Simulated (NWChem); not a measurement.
System: C3H5FSi; SMILES FC1=CC[SiH2]1

The following NWChem deck was run.

```
start job
memory heap 200 mb stack 900 mb global 1100 mb
geometry units angstroms noautosym nocenter noautoz
  F     -0.310587     2.091842     0.000000
  C     -0.000173     0.806431     0.000000
  C      1.229718     0.259103     0.000000
  C      1.020655    -1.245265     0.000000
  Si    -0.849778    -0.862896     0.000000
  H      2.195223     0.781409     0.000000
  H      1.414011    -1.755691    -0.894135
  H      1.414011    -1.755691     0.894135
  H     -1.632277    -1.246068    -1.213858
  H     -1.632277    -1.246068     1.213858
end
basis spherical
  * library def2-svp
end
dft
  xc pbe0
  iterations 150
end
cosmo
  do_cosmo_smd true
  solvent water
end
task dft energy
```

Structure relaxed at the PBE0/def2-SVP level. Solvent: water.

Level: PBE0/def2-SVP with SMD (1 M gas to 1 M solution), gas-phase geometry. Reactions with the solvent are ignored.

Question: Predict the main results of this run. (PBE0/def2-SVP, SMD on the gas-phase geometry.) Quantities: solvation free energy (kcal/mol); cavity-dispersion-structure term (kcal/mol); dipole in solution (D).

Answer: 
```yaml
solvation free energy (kcal/mol): 2.1
cavity-dispersion-structure term (kcal/mol): 3.9
dipole in solution (D): 1.94
```
